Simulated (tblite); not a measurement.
sulfur difluoride (F₂S), singlet, at a GFN2-xTB geometry; tblite with GFN1-xTB.

Here is a job for tblite.
```
$ tblite run mol.xyz --method gfn1 --charge 0 --spin 0 --spin-polarized --json tblite.json --no-restart

# file mol.xyz
3

F     -1.22261386    -0.51635383    -0.00299560
S     -0.00426607     0.57046599    -0.00656447
F      1.23019799    -0.49780793     0.01466578
```

It wrote (shortened):

```
xTB calculator
 | screened Coulomb repulsion
 | Coulomb electrostatics
 |  * isotropic Klopman-Ohno-Mataga-Nishimoto electrostatics
 |  * onsite third-order electrostatics
 | DFT-D3(BJ) dispersion correction
 | Interactions (1)
 | [1] spin polarization

halogen bonding energy    0.0000000000000E+00 Eh
repulsion energy          5.5970398654514E-03 Eh
dispersion energy        -3.6859158689266E-04 Eh
interaction energy        0.0000000000000E+00 Eh
number of electrons       2.0000000000000E+01 e
integral cutoff           1.9487547202114E+01 bohr

------------------------------------------------------------
  cycle        total energy    energy error   density error
------------------------------------------------------------
      1     -13.73036291792  -1.3735591E+01   3.6372731E-01
      2     -13.85073066017  -1.2036774E-01   1.1967039E-01
      3     -13.89330658471  -4.2575925E-02   1.0659397E-01
      4     -13.90128206758  -7.9754829E-03   3.1357513E-02
      5     -13.90383508425  -2.5530167E-03   6.4734322E-03
      6     -13.90393567555  -1.0059130E-04   1.4466201E-03
      7     -13.90394130289  -5.6273491E-06   7.9558320E-05
      8     -13.90394131746  -1.4567005E-08   4.7119791E-07
------------------------------------------------------------

electronic energy        -1.3909169765740E+01 Eh
total energy             -1.3903941317462E+01 Eh

Post processing:
 | Mayer-Wiberg bond orders

[Info] JSON dump of results written to 'tblite.json'
```
